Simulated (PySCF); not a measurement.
Si(F)(SH)3 (FH₃S₃Si), SMILES S[Si](S)(F)S. Geometry: r2SCAN-D4/def2-SVP. This is a generated structure with no PubChem entry under its InChIKey; it may be hypothetical. The values are those of a single conformer.

These are r2SCAN-D4/def2-SVP run with PySCF values and carry that method's errors.

Harmonic wavenumbers (cm⁻¹): 102, 102, 180, 180, 187, 258, 258, 291, 416, 579, 579, 706, 751, 751, 895, 2675, 2675, 2675. Rotational constants (GHz): 1.731, 1.731, 1.240; symmetry number 3.

Work out the zero-point energy and the ideal-gas rigid-rotor harmonic-oscillator thermochemistry at 298.15 K and 1 atm.

ZPE = ½ Σ hcν = ½ × 14260 cm⁻¹ = 20.39 kcal/mol. H − E(el) = 26.27 kcal/mol. Entropy in cal/(mol K): translation 40.85, rotation 26.67, vibration 21.38, total 88.90. G − E(el) = -0.24 kcal/mol. Cp = 29.01 cal/(mol K). Modes under 150 cm⁻¹ make the vibrational entropy uncertain.
